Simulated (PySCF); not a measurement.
Structure from 2D NMR

Compound of formula C₅H₈OP₂Si. Correlations simulated from computed shifts and the bond graph:

HSQC (one-bond C–H):
```
  δH     δC
7.83  150.4
7.07  144.1
6.47  120.1
2.61   27.9
```

COSY cross peaks (H two or three bonds apart, from the bond graph; peaks can be absent where the dihedral angle is near 90°):
```
  δH    δH
7.83  6.47
3.69  2.61
```

HMBC (two and three bonds, from the bond graph):
```
  δH                   δC
7.83  144.1, 131.3, 120.1
7.07  150.4, 131.3, 120.1
6.47  150.4, 144.1, 131.3
3.69                 27.9
```

Carbons without hydrogens: δ 131.3.

[PySCF 2.14.0 with density-fitted response routines: coordinates at the GFN2-xTB level; PBE0/pcSseg-1 with gauge-including orbitals; non-relativistic Hamiltonian; a single conformation; isolated molecule; equivalent nuclei averaged]

References, each an isolated molecule treated in the same way: TMS for ¹H (σref 31.72), ¹³C (σref 186.93).

Exchangeable hydrogens are left out of these lists.

Work out the connectivity.

Answers

SMILES c1c(/P=P\C[SiH3])coc1.

Numbering as in the mapped SMILES `[SiH3:1][CH2:2]/[P:3]=[P:4]\[c:5]1[cH:6][cH:7][o:8][cH:9]1`. Hydrogens are named by the atom that carries them.

- δC 150.4 is C7, an aromatic CH next to the ring oxygen (δH 7.83).
- δC 144.1 is C9, an aromatic CH next to the ring oxygen (δH 7.07).
- δC 131.3 is C5, a substituted aromatic carbon.
- δC 120.1 is C6, an aromatic CH (δH 6.47).
- δC 27.9 is C2, an sp3 CH2 bonded to P and Si (δH 2.61).
- HMBC from δH 7.83 reaches the proton-free carbon C5.
- HMBC from δH 7.07 reaches the proton-free carbon C5.
- HMBC from δH 6.47 reaches the proton-free carbon C5.
- COSY links 7.83–6.47, 3.69–2.61.

This is the structure that produced the data.

Shifts are as computed. Against solution values, carbons near 30 ppm lie about +3 ppm off and those near 130 ppm about +5 ppm. Of 1211 compounds with measured shifts, 218 miss one by over three times the rms of a fit or turn the order of signals round; such compounds aren't used in these exercises.
